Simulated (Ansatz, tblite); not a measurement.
Removing an electron: BeMeCl (CH₃BeCl). The state is a singlet with charge 0. Geometry: PBE0-D4/def2-TZVP. Ansatz, gas phase; energy differences of separate SCF runs; the oxidised species was run as a doublet alone.

```xyz
6

Be    0.3609   -0.8329    0.4548
C    -0.2339    0.5399   -0.2948
H     0.1359    1.4525    0.1828
H    -1.3271    0.5764   -0.2610
H     0.0596    0.5835   -1.3482
Cl    1.0046   -2.3193    1.2663
```

The xTB rows come from tblite. Correlated methods freeze 6 core orbitals. HOMO above LUMO, or a gap near zero within one spin, warns that the state may not be the lowest or that an electron is smeared out.

(1) Estimate orbital energies and vertical ionisation energies at: GFN1-xTB; GFN2-xTB; HF/def2-TZVPP; PBE-D4/def2-TZVP; r2SCAN-D4/def2-TZVP; PBE0-D4/def2-TZVP; MP2/def2-TZVPP; CCSD/def2-TZVPP; CCSD(T)/def2-TZVPP.

Results:

(1) 
| level | −HOMO (eV) | vertical IE (eV) | −LUMO (eV) | HOMO–LUMO gap (eV) | remarks |
| --- | --- | --- | --- | --- | --- |
| GFN1-xTB | 11.99 | 15.30 | 5.56 | 6.43 | – |
| GFN2-xTB | 11.04 | 14.48 | 5.20 | 5.83 | – |
| HF/def2-TZVPP | – | 10.44 | – | – | – |
| PBE-D4/def2-TZVP | 7.51 | 11.05 | 0.71 | 6.80 | gap within one spin near zero (+1 doublet) |
| r2SCAN-D4/def2-TZVP | 7.80 | 11.18 | 0.14 | 7.66 | gap within one spin near zero (+1 doublet) |
| PBE0-D4/def2-TZVP | 8.91 | 11.40 | 0.13 | 8.78 | – |
| MP2/def2-TZVPP | – | 11.55 | – | – | – |
| CCSD/def2-TZVPP | – | 11.46 | – | – | – |
| CCSD(T)/def2-TZVPP | – | 11.50 | – | – | – |

Relaxing the oxidised species (PBE0-D4/def2-TZVP) changes its energy by -0.83 eV at PBE0-D4/def2-TZVP, so the adiabatic ionisation energy to this nearest minimum is 10.57 eV. At PBE-D4/def2-TZVP it is 10.53 eV.    Raw xTB energy differences between charge states are shifted by several eV; the methods need an empirical correction for them.
